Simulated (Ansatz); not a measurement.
Frontier orbitals of CH$_{5}$NOSi$_{2}$, SMILES `C1=N[SiH2]O[SiH2]1`.

The species carries charge 0 and has multiplicity 1. The geometry is a stationary point of PBE0-D4/def2-TZVP. Basis def2-TZVPP, Ansatz.

```tsv
functional	HOMO (eV)	LUMO (eV)	gap (eV)
PBE	-5.76	-2.51	3.25
BLYP	-5.64	-2.34	3.30
r2SCAN	-5.99	-2.33	3.66
PBE0	-7.08	-1.42	5.66
B3LYP	-6.87	-1.64	5.23
r2SCANh	-6.49	-1.93	4.56
r2SCAN0	-7.25	-1.33	5.92
BHLYP	-8.36	-0.21	8.15
LC-ωPBE	-9.78	0.98	10.76
ωB97M-V	-9.35	0.80	10.15
```

Against PBE, PBE0 changes HOMO and LUMO by −1.32 and +1.08 eV, ωB97M-V by −3.60 and +3.30 eV. A gap of 3.25 eV thus becomes 10.15 eV for the same molecule, so an orbital gap means little without its functional. A positive LUMO is unbound and depends on the basis.

B3LYP here is the variant with VWN-RPA as its local correlation; programs differ in this. LC-ωPBE has ω = 0.4 bohr⁻¹.
